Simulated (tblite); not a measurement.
C₆H₁₃NSi.
SMILES with atom numbers: `[CH2:1]=[CH:2]/[C:3]([CH3:4])=[N:5]/[C@H:6]([CH3:7])[SiH3:8]` (hydrogens: H9, H10 on C1; H11 on C2; H12, H13, H14 on C4; H15 on C6; H16, H17, H18 on C7; H19, H20, H21 on Si8)

Computed with GFN2-xTB (tblite), gas phase: L-BFGS steps from a force-field or distance-geometry start until the largest atomic force falls under 0.01 eV/Å.

Step 92: E = -655.1693 eV
```
atom  x, y, z in Å  |  force x, y, z in eV/Å
C1      3.3316    0.8443   -0.1941    0.001   0.014   0.010
C2      2.1110    0.6643   -0.6854   -0.011  -0.011  -0.012
C3      1.0100   -0.0287   -0.0205   -0.002  -0.018   0.008
C4      1.3301   -0.7378    1.2720    0.006   0.013   0.003
N5     -0.1117    0.0403   -0.6137    0.013   0.017   0.018
C6     -1.3491   -0.4561   -0.1336    0.005   0.014  -0.001
C7     -2.1307   -1.0871   -1.2852   -0.003   0.010   0.005
Si8    -2.2762    1.1020    0.5161    0.019   0.013  -0.027
H9      3.6351    0.4791    0.7728   -0.008  -0.017  -0.017
H10     4.0826    1.3861   -0.7437   -0.002  -0.002  -0.021
H11     1.8471    1.0681   -1.6525   -0.001   0.014  -0.018
H12     1.6006   -0.0110    2.0368   -0.030  -0.002  -0.003
H13     0.4887   -1.3224    1.6334    0.008   0.000   0.000
H14     2.1790   -1.4024    1.1131   -0.033   0.009   0.026
H15    -1.2572   -1.1989    0.6759   -0.007  -0.009  -0.007
H16    -2.1998   -0.3908   -2.1163    0.030  -0.002  -0.007
H17    -3.1358   -1.3467   -0.9608   -0.007  -0.019   0.002
H18    -1.6355   -1.9920   -1.6356    0.025   0.017   0.002
H19    -1.5351    1.6855    1.6350    0.027  -0.028  -0.005
H20    -3.5979    0.6602    0.9642   -0.044  -0.003   0.029
H21    -2.3956    2.0610   -0.5785    0.016  -0.008   0.016
```

Step 93: E = -655.1697 eV
```
atom  x, y, z in Å  |  force x, y, z in eV/Å
C1      3.3295    0.8447   -0.1936   -0.014   0.019  -0.015
C2      2.1085    0.6663   -0.6852    0.004  -0.006  -0.006
C3      1.0085   -0.0288   -0.0212    0.009  -0.029   0.014
C4      1.3288   -0.7352    1.2724   -0.019  -0.001   0.026
N5     -0.1122    0.0363   -0.6163    0.008   0.034   0.008
C6     -1.3501   -0.4579   -0.1362    0.020   0.014   0.002
C7     -2.1313   -1.0896   -1.2870   -0.004   0.001   0.008
Si8    -2.2708    1.1023    0.5155   -0.006   0.005  -0.012
H9      3.6340    0.4746    0.7706   -0.007  -0.023  -0.002
H10     4.0801    1.3894   -0.7406   -0.002  -0.001  -0.026
H11     1.8418    1.0738   -1.6501    0.009   0.013  -0.015
H12     1.5998   -0.0071    2.0358   -0.027  -0.010  -0.009
H13     0.4872   -1.3194    1.6363    0.012   0.015  -0.008
H14     2.1754   -1.4025    1.1148   -0.019   0.014   0.023
H15    -1.2590   -1.1988    0.6751   -0.008  -0.018  -0.010
H16    -2.1981   -0.3964   -2.1209    0.030   0.007  -0.003
H17    -3.1372   -1.3456   -0.9622   -0.010  -0.026  -0.004
H18    -1.6365   -1.9961   -1.6340    0.016   0.015   0.004
H19    -1.5257    1.6798    1.6346    0.028  -0.025  -0.001
H20    -3.5929    0.6616    0.9662   -0.033   0.005   0.023
H21    -2.3887    2.0654   -0.5746    0.013  -0.003   0.004
```

Step 94: E = -655.1702 eV
```
atom  x, y, z in Å  |  force x, y, z in eV/Å
C1      3.3277    0.8450   -0.1931   -0.011   0.011  -0.012
C2      2.1073    0.6664   -0.6865    0.005  -0.002  -0.007
C3      1.0079   -0.0295   -0.0227    0.006  -0.022   0.010
C4      1.3270   -0.7312    1.2736   -0.024  -0.006   0.029
N5     -0.1120    0.0327   -0.6194    0.007   0.040   0.003
C6     -1.3503   -0.4594   -0.1391    0.019   0.005   0.004
C7     -2.1323   -1.0909   -1.2895    0.001   0.000   0.005
Si8    -2.2664    1.1015    0.5163   -0.032  -0.014   0.016
H9      3.6317    0.4722    0.7708   -0.012  -0.014  -0.019
H10     4.0789    1.3905   -0.7388   -0.003   0.000  -0.023
H11     1.8397    1.0754   -1.6510    0.019   0.006  -0.001
H12     1.5992   -0.0003    2.0340   -0.023  -0.014  -0.010
H13     0.4850   -1.3127    1.6399   -0.002   0.017  -0.005
H14     2.1707   -1.4020    1.1183   -0.002   0.017   0.023
H15    -1.2603   -1.1999    0.6728   -0.006  -0.019  -0.014
H16    -2.1968   -0.3994   -2.1252    0.025   0.006   0.010
H17    -3.1387   -1.3449   -0.9639   -0.002  -0.025  -0.013
H18    -1.6377   -1.9983   -1.6349    0.007   0.016   0.007
H19    -1.5175    1.6726    1.6366    0.026  -0.025  -0.003
H20    -3.5892    0.6601    0.9699   -0.007   0.017   0.011
H21    -2.3828    2.0690   -0.5686    0.009   0.006  -0.011
```

Step 95: E = -655.1706 eV
```
atom  x, y, z in Å  |  force x, y, z in eV/Å
C1      3.3258    0.8466   -0.1927   -0.011  -0.003  -0.027
C2      2.1064    0.6655   -0.6880    0.014   0.004  -0.003
C3      1.0074   -0.0313   -0.0244    0.005  -0.005   0.005
C4      1.3244   -0.7264    1.2756   -0.032  -0.011   0.028
N5     -0.1116    0.0285   -0.6230    0.003   0.036   0.002
C6     -1.3503   -0.4619   -0.1426    0.005  -0.002   0.008
C7     -2.1340   -1.0922   -1.2930    0.013   0.000   0.005
Si8    -2.2615    1.1000    0.5182   -0.046  -0.027   0.036
H9      3.6294    0.4705    0.7700   -0.011  -0.006  -0.018
H10     4.0775    1.3922   -0.7378   -0.009   0.000  -0.017
H11     1.8387    1.0754   -1.6525    0.020   0.000   0.007
H12     1.5986    0.0084    2.0313   -0.018  -0.013  -0.006
H13     0.4812   -1.3034    1.6461   -0.008   0.018  -0.007
H14     2.1652   -1.4011    1.1239    0.013   0.013   0.024
H15    -1.2621   -1.2038    0.6689   -0.002  -0.012  -0.021
H16    -2.1949   -0.4022   -2.1306    0.014   0.008   0.022
H17    -3.1409   -1.3450   -0.9674    0.007  -0.017  -0.021
H18    -1.6396   -2.0004   -1.6372    0.001   0.013   0.010
H19    -1.5084    1.6638    1.6398    0.023  -0.027  -0.006
H20    -3.5849    0.6596    0.9754    0.013   0.026  -0.001
H21    -2.3753    2.0740   -0.5605    0.005   0.007  -0.019
```

Task: Estimate the geometry and energy of step 96. (The exact step hangs on the optimiser's Hessian estimate; all steps are aligned on step 95, rigid shifts and turns removed.)

Result: E = -655.1712 eV, largest force 0.070 eV/Å
```
atom  x, y, z in Å  |  force x, y, z in eV/Å
C1      3.3240    0.8484   -0.1933    0.005  -0.025  -0.024
C2      2.1065    0.6614   -0.6911    0.013   0.010  -0.004
C3      1.0072   -0.0343   -0.0262    0.003   0.020  -0.001
C4      1.3209   -0.7197    1.2796   -0.026  -0.008   0.012
N5     -0.1106    0.0236   -0.6272   -0.005   0.024   0.007
C6     -1.3501   -0.4646   -0.1468   -0.011  -0.010   0.007
C7     -2.1355   -1.0916   -1.2984    0.024  -0.002   0.003
Si8    -2.2573    1.0965    0.5227   -0.044  -0.034   0.043
H9      3.6271    0.4729    0.7704   -0.014   0.008  -0.030
H10     4.0764    1.3922   -0.7397   -0.016  -0.001  -0.008
H11     1.8405    1.0685   -1.6576    0.018  -0.009   0.019
H12     1.5983    0.0204    2.0282   -0.014  -0.005   0.003
H13     0.4758   -1.2895    1.6555   -0.023   0.010  -0.005
H14     2.1586   -1.3993    1.1337    0.021   0.007   0.023
H15    -1.2639   -1.2101    0.6620    0.005  -0.001  -0.023
H16    -2.1935   -0.4015   -2.1364    0.002   0.009   0.036
H17    -3.1429   -1.3453   -0.9732    0.021  -0.003  -0.029
H18    -1.6410   -1.9994   -1.6435   -0.003   0.008   0.012
H19    -1.5008    1.6525    1.6464    0.022  -0.029  -0.010
H20    -3.5805    0.6572    0.9836    0.021   0.029  -0.011
H21    -2.3681    2.0784   -0.5492    0.000   0.002  -0.019
```

The energy changes by -0.0006 eV. The first-order estimate −F·Δx gives -0.0008 eV and the mean of the old and new forces, exact on a quadratic surface, -0.0006 eV. The step makes an angle of 82° with the force vector and moves no atom by more than 0.018 Å.

The cost below is that of the whole relaxation. The run took 2.0 s of wall time on one thread of an Arm Neoverse N1, no GPU, shared host with 64 logical CPUs at a one-minute load of 63.
